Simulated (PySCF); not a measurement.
Si(F)2(Br)(OH) (BrF2HOSi), SMILES O[Si](F)(F)Br.

Geometry optimised at B3LYP-D3(BJ)/def2-SVP. The structure was generated by enumeration, and PubChem lists no compound with its InChIKey, so it may never have been made. One conformer was computed; it need not be the lowest.

These are TDA-M06-2X/def2-SVPD (PySCF) values and carry that method's errors.

Vertical excitations. Isolated molecule, no solvent. State labels are in the subgroup Cs.

```csv
state,symmetry,energy (eV),λ (nm),f,main pairs
S1,A",7.52,165,0.023,"HOMO→LUMO 71 %, HOMO→LUMO+1 13 %"
S2,A',7.53,165,0.029,"HOMO−1→LUMO 70 %, HOMO−1→LUMO+1 14 %"
S3,A",8.84,140,0.009,"HOMO−2→LUMO 37 %, HOMO→LUMO+1 30 %, HOMO→LUMO+5 9 %, HOMO→LUMO 9 %"
S4,A',8.98,138,0.019,"HOMO−1→LUMO+1 29 %, HOMO−1→LUMO+5 23 %, HOMO−1→LUMO 22 %, HOMO−1→LUMO+4 12 %"
S5,A",9.08,137,0.081,"HOMO→LUMO+4 39 %, HOMO→LUMO+2 21 %, HOMO→LUMO+5 11 %, HOMO→LUMO 8 %"
S6,A",9.12,136,0.007,"HOMO−2→LUMO 27 %, HOMO−1→LUMO+6 25 %, HOMO→LUMO+1 12 %, HOMO→LUMO+8 7 %"
S7,A',9.22,134,0.065,"HOMO−1→LUMO+1 41 %, HOMO−1→LUMO+4 25 %, HOMO−1→LUMO+5 11 %, HOMO−1→LUMO+2 9 %"
S8,A",9.27,134,0.000,"HOMO−1→LUMO+6 45 %, HOMO→LUMO+1 27 %, HOMO−2→LUMO 9 %"
S9,A',9.42,132,0.001,"HOMO→LUMO+6 36 %, HOMO−1→LUMO+5 24 %, HOMO−1→LUMO+1 11 %, HOMO−1→LUMO+2 10 %"
S10,A",9.47,131,0.023,"HOMO→LUMO+5 53 %, HOMO→LUMO+1 14 %, HOMO−1→LUMO+6 10 %, HOMO→LUMO+2 9 %"
T1,A",7.09,175,0,"HOMO→LUMO 61 %, HOMO→LUMO+1 15 %, HOMO→LUMO+5 12 %"
T2,A',7.09,175,0,"HOMO−1→LUMO 60 %, HOMO−1→LUMO+1 15 %, HOMO−1→LUMO+5 12 %"
T3,A",8.46,147,0,HOMO−2→LUMO 63 %
T4,A',8.61,144,0,"HOMO→LUMO+6 25 %, HOMO−3→LUMO 12 %, HOMO−1→LUMO+5 10 %, HOMO−1→LUMO+1 10 %"
```
Triplets are in the Tamm–Dancoff approximation.
